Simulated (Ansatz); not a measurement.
Molecule: C2H10P2Si, net charge 0, singlet state. SMILES: C[Si](C)(P)P
Geometry from a B3LYP-D3(BJ)/def2-TZVP (Ansatz, a program for electronic structure) optimisation:
```
Si
C 1 1.8780
H 2 1.0912 1 111.26
H 2 1.0921 3 108.17 1 -121.72
H 2 1.0925 3 107.93 4 -116.65
C 1 1.8783 2 110.60 3 -178.55
H 6 1.0911 1 111.16 2 179.47
H 6 1.0921 7 107.91 1 -121.23
H 6 1.0926 7 108.20 8 -116.91
P 1 2.2708 2 107.80 3 57.28
H 10 1.4190 1 94.16 2 171.72
H 10 1.4220 11 93.70 1 95.41
P 1 2.2720 2 107.93 3 -61.00
H 13 1.4189 1 94.84 2 73.92
H 13 1.4194 14 93.85 1 -95.07
```
Charge 0, spin multiplicity 1.

Property: vertical triplet-singlet gap (E(triplet) - E(singlet); each state is the SCF solution reached for its spin), in kcal/mol. Valence correlation only, unless marked. UHF or UKS for open shells. Spin-orbit coupling is left out. Non-relativistic. Basis-set limits of correlation are two-point, X^-3; Hartree-Fock from the larger set.

```json
[
 {"level": "HF/aug-cc-pV(D+d)Z", "program": "Ansatz", "vertical triplet-singlet gap (kcal/mol)": "119.4"},
 {"level": "HF/aug-cc-pV(T+d)Z", "program": "Ansatz", "vertical triplet-singlet gap (kcal/mol)": "117.0"},
 {"level": "HF/aug-cc-pV(Q+d)Z", "program": "Ansatz", "vertical triplet-singlet gap (kcal/mol)": "116.8"},
 {"level": "SVWN5/def2-TZVPD", "program": "Ansatz", "vertical triplet-singlet gap (kcal/mol)": "112.8"},
 {"level": "PBE/def2-TZVPD", "program": "Ansatz", "vertical triplet-singlet gap (kcal/mol)": "112.3"},
 {"level": "r2SCAN/def2-TZVPD", "program": "Ansatz", "vertical triplet-singlet gap (kcal/mol)": "116.5"},
 {"level": "B3LYP/def2-TZVPD", "program": "Ansatz", "vertical triplet-singlet gap (kcal/mol)": "119.3"},
 {"level": "PBE0/def2-TZVPD", "program": "Ansatz", "vertical triplet-singlet gap (kcal/mol)": "119.1"},
 {"level": "BHLYP/def2-TZVPD", "program": "Ansatz", "vertical triplet-singlet gap (kcal/mol)": "124.0"},
 {"level": "CAM-B3LYP/def2-TZVPD", "program": "Ansatz", "vertical triplet-singlet gap (kcal/mol)": "123.9"},
 {"level": "wB97M-V/def2-TZVPD", "program": "Ansatz", "vertical triplet-singlet gap (kcal/mol)": "127.3"},
 {"level": "wB97X-V/def2-TZVPD", "program": "Ansatz", "vertical triplet-singlet gap (kcal/mol)": "128.4"},
 {"level": "B2PLYP/def2-TZVPD", "program": "Ansatz", "vertical triplet-singlet gap (kcal/mol)": "123.6"},
 {"level": "MP2/aug-cc-pV(D+d)Z", "program": "Ansatz", "vertical triplet-singlet gap (kcal/mol)": "128.2"},
 {"level": "RI-MP2/aug-cc-pV(T+d)Z", "program": "Ansatz", "vertical triplet-singlet gap (kcal/mol)": "131.1"},
 {"level": "RI-MP2/aug-cc-pV(Q+d)Z", "program": "Ansatz", "vertical triplet-singlet gap (kcal/mol)": "131.5"},
 {"level": "RI-MP2/CBS(aug-cc-pV(T+d)Z,aug-cc-pV(Q+d)Z)", "program": "Ansatz", "vertical triplet-singlet gap (kcal/mol)": "132.0"},
 {"level": "SCS-MP2/aug-cc-pV(D+d)Z", "program": "Ansatz", "vertical triplet-singlet gap (kcal/mol)": "130.2"},
 {"level": "CCSD/aug-cc-pV(D+d)Z", "program": "Ansatz", "vertical triplet-singlet gap (kcal/mol)": "126.3"},
 {"level": "CCSD(T)/aug-cc-pV(D+d)Z", "program": "Ansatz", "vertical triplet-singlet gap (kcal/mol)": "125.6"}
]
```
